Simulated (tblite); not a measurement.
Compound: C₅H₇ClO₂Si.
SMILES with atom numbers: `[O:1]=[C:2]([OH:3])[C@H:4]1[CH:5]=[C:6]1[SiH2:7][CH2:8][Cl:9]` (hydrogens: H10 on O3; H11 on C4; H12 on C5; H13, H14 on Si7; H15, H16 on C8)

Geometry (GFN2-xTB, Å), atoms numbered from 1 in this order:
```xyz
16
C5H7ClO2Si angstrom
O      1.6982    1.1319    0.1012
C      1.6800    0.2271   -0.6990
O      2.2460    0.3255   -1.9111
C      1.0380   -1.0822   -0.4813
C      1.0197   -1.6553    0.9053
C     -0.1047   -1.1172    0.5420
Si    -1.7870   -0.3595    0.7576
C     -1.6132    1.4009    0.0327
Cl    -1.3303    1.2640   -1.7262
H      2.6233    1.2109   -2.0308
H      1.0224   -1.7286   -1.3512
H      1.6364   -2.1605    1.6057
H     -2.1139   -0.2803    2.1828
H     -2.7671   -1.1124   -0.0259
H     -0.7544    1.9291    0.4412
H     -2.5009    2.0156    0.1588
```

All values are computed: GFN2-xTB (tblite) harmonic vibrations without scaling, gas phase. The method is semi-empirical: single wavenumbers can be off by several per cent or more. Modes of hydrogen on silicon can be 10 to 20 % off. One conformer, not necessarily the lowest.

Harmonic wavenumbers (cm⁻¹): 35.3, 39.6, 72.0, 83.5, 128.2, 184.2, 218.8, 228.5, 333.4, 434.9, 485.6, 530.6, 545.8, 607.8, 623.8, 638.2, 687.2, 697.9, 729.0, 745.4, 757.6, 769.1, 896.8, 904.6, 939.3, 986.0, 1093.9, 1112.4, 1144.5, 1191.0, 1213.3, 1299.7, 1422.9, 1756.3, 1835.4, 2256.7, 2268.7, 2998.9, 3002.7, 3028.7, 3243.5, 3454.6.

A = 1430, B = 1055, C = 719.6 MHz; mass 161.990 u (most abundant isotopes); point group C1, symmetry number 1.

Problem. What is the zero-point energy?

Solution. Half the sum of the wavenumbers: 22813 cm⁻¹ = 65.23 kcal/mol.

Problem. What is S at 400 K and 1 bar for an ideal gas of classical rigid rotors and harmonic oscillators?

Solution. Translation 42.64, rotation 30.95, vibration 46.33: S = 119.9 cal/(mol K).

Problem. And Cp and H(400 K) − H(0)?

Solution. Cp = 49.53 cal/(mol K), of which vibrations give 41.58 (their classical limit is 42 R = 83.5); H(400 K) − H(0) = 12.17 kcal/mol without the zero-point energy, 8.99 from vibrations.

Problem. Which modes carry the vibrational entropy at 400 K?

Solution. 35.3 cm⁻¹: 6.09; 39.6 cm⁻¹: 5.86; 72.0 cm⁻¹: 4.68; 83.5 cm⁻¹: 4.38; 128.2 cm⁻¹: 3.54; 184.2 cm⁻¹: 2.84 cal/(mol K); the other 36 give 18.94 together.

Problem. How do the functions run with temperature in this model?

Solution. 
```csv
T (K),S (cal/(mol K)),Cp (cal/(mol K)),H − H(0) (kcal/mol),G − H(0) (kcal/mol),ln q(vib)
100,75.2,20.7,1.49,-6.04,2.89
200,92.5,30.6,4.04,-14.47,6.14
300,106.9,41.0,7.62,-24.45,9.13
500,131.7,56.1,17.46,-48.40,14.78
800,161.1,68.7,36.40,-92.52,22.39
1000,177.1,73.9,50.69,-126.38,26.90
```

q(vib) and H(0) count from the zero-point level.

Hindered rotation and anharmonicity are outside this model. Other conformers, if any are populated, would add a mixing term that is left out. The structure is chiral; the term R ln 2 for an equal mix with its mirror image is left out.

Hardware: one thread, Arm Neoverse N1 (aarch64), no GPU, shared host. Cost: 1.2 s. The figure is for the frequency step alone.
